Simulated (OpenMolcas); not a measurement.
# Cr2+ in a point-charge field

Cr2+ among 6 point charges of -1 e arranged as a trigonal prism (D3h), 2.01 Å from the ion, with a polar angle of 40.3° against the regular 49.1°.
```
   1.2990    0.0000    1.5338  -1.00
  -0.6495    1.1250    1.5338  -1.00
  -0.6495   -1.1250    1.5338  -1.00
   1.2990    0.0000   -1.5338  -1.00
  -0.6495    1.1250   -1.5338  -1.00
  -0.6495   -1.1250   -1.5338  -1.00
```

```yaml
Program: OpenMolcas 26.06
Method: CASSCF
Basis: ANO-RCC-VDZP [5s4p2d1f]
Scalar_Hamiltonian: DKH2, point nucleus
Active_space: 4 electrons in 5 orbitals (3d)
State_averaging: 2S+1 = 5 even, 5 roots; 2S+1 = 3 even, 45 roots; 2S+1 = 1 even, 50 roots
Spin-orbit_coupling: state interaction with AMFI integrals over the reference wave functions
```

The lowest spin-free states (labels of D3, the rotations of D3h), above the lowest:

```json
{"State": "5E", "Degeneracy": "2", "E (cm-1)": "0.0", "Free-ion L (%)": "D (100)"}
{"State": "5A1", "Degeneracy": "1", "E (cm-1)": "1226", "Free-ion L (%)": "D (100)"}
{"State": "5E", "Degeneracy": "2", "E (cm-1)": "7807", "Free-ion L (%)": "D (100)"}
{"State": "3E", "Degeneracy": "2", "E (cm-1)": "18555", "Free-ion L (%)": "H (43)"}
{"State": "3E", "Degeneracy": "2", "E (cm-1)": "18936", "Free-ion L (%)": "H (100)"}
{"State": "3A2", "Degeneracy": "1", "E (cm-1)": "19052", "Free-ion L (%)": "H (60)"}
{"State": "3A1", "Degeneracy": "1", "E (cm-1)": "19579", "Free-ion L (%)": "H (60)"}
{"State": "3A2", "Degeneracy": "1", "E (cm-1)": "19603", "Free-ion L (%)": "H (61)"}
{"State": "3E", "Degeneracy": "2", "E (cm-1)": "20691", "Free-ion L (%)": "H (82)"}
{"State": "3E", "Degeneracy": "2", "E (cm-1)": "20956", "Free-ion L (%)": "F (53)"}
{"State": "3E", "Degeneracy": "2", "E (cm-1)": "21477", "Free-ion L (%)": "H (83)"}
{"State": "3E", "Degeneracy": "2", "E (cm-1)": "22859", "Free-ion L (%)": "P (48)"}
{"State": "3A2", "Degeneracy": "1", "E (cm-1)": "23931", "Free-ion L (%)": "P (56)"}
{"State": "3A2", "Degeneracy": "1", "E (cm-1)": "24293", "Free-ion L (%)": "F (88)"}
{"State": "3A1", "Degeneracy": "1", "E (cm-1)": "24339", "Free-ion L (%)": "F (88)"}
{"State": "3E", "Degeneracy": "2", "E (cm-1)": "24573", "Free-ion L (%)": "F (53)"}
{"State": "3A1", "Degeneracy": "1", "E (cm-1)": "27189", "Free-ion L (%)": "G (87)"}
{"State": "3A2", "Degeneracy": "1", "E (cm-1)": "27362", "Free-ion L (%)": "H (37)"}
{"State": "1E", "Degeneracy": "2", "E (cm-1)": "27571", "Free-ion L (%)": "I (74)"}
{"State": "1A1", "Degeneracy": "1", "E (cm-1)": "28195", "Free-ion L (%)": "G (91)"}
```

The lowest levels with spin-orbit coupling:

| E (cm-1) | Degeneracy | Label | 2S+1 | g |
| --- | --- | --- | --- | --- |
| 0.0 | 2 | E | 5 | 0.00 0.00 5.84 |
| 29.1 | 1 | A1 | 5 |  |
| 88.1 | 1 | A2 | 5 |  |
| 127.7 | 2 | E | 5 | 0.00 0.00 2.19 |
| 198.5 | 2 | E | 5 | 0.00 0.00 6.04 |
| 287.7 | 2 |  | 5 | 0.00 0.00 10.01 |
| 1403 | 2 | E | 5 | 0.00 0.00 7.98 |
| 1426 | 2 | E | 5 | 0.00 0.00 3.99 |
| 1433 | 1 | A1 | 5 |  |
| 7719 | 2 |  | 5 | 0.00 0.00 4.02 |
| 7845 | 2 | E | 5 | 0.00 0.00 0.01 |
| 7967 | 2 | E | 5 | 0.00 0.00 3.99 |
| 8085 | 2 |  | 5 | 0.00 0.00 7.99 |
| 8200 | 2 | E | 5 | 0.00 0.00 12.00 |
| 18466 | 1 | A2 | 3 |  |
| 18467 | 1 | A1 | 3 |  |
| 18647 | 2 | E | 3 | 0.00 0.00 3.93 |
| 18895 | 2 | E | 3 |  |
| 18944 | 2 | E | 3 | 0.00 0.00 5.98 |
| 19085 | 2 | E | 3 | 0.00 0.00 9.98 |

Powder χT (cm3 K/mol): 1.13 at 2 K, 1.38 at 10 K, 1.81 at 50 K, 2.08 at 100 K, 2.42 at 200 K, 2.61 at 300 K. The effective moment at 300 K is 2.828 √(χT) = 4.57 μB.

The lowest level has 2S+1 = 5, for which the spin-only value is χT = S(S+1) / 2 = 3.000 cm3 K/mol (g = 2). The computed 2.612 at 300 K differs by -0.388, through orbital momentum, spin-orbit coupling and any other state in reach.

An orbital doublet at a regular site is open to a Jahn-Teller distortion, which this geometry leaves out. Without dynamic correlation the repulsion within the d shell is too large (B by tens of per cent), so at a given field states of lower spin stand too high. Point charges carry no covalency, so the field is a model and not that of real ligands. No measured value stands beside these numbers.

The RASSCF and RASSI steps took 22 s on 1 thread of Arm Neoverse V2, on a shared host; the integral step is not counted.

With an even number of electrons the g values are those of a degenerate or nearly degenerate non-Kramers pair.
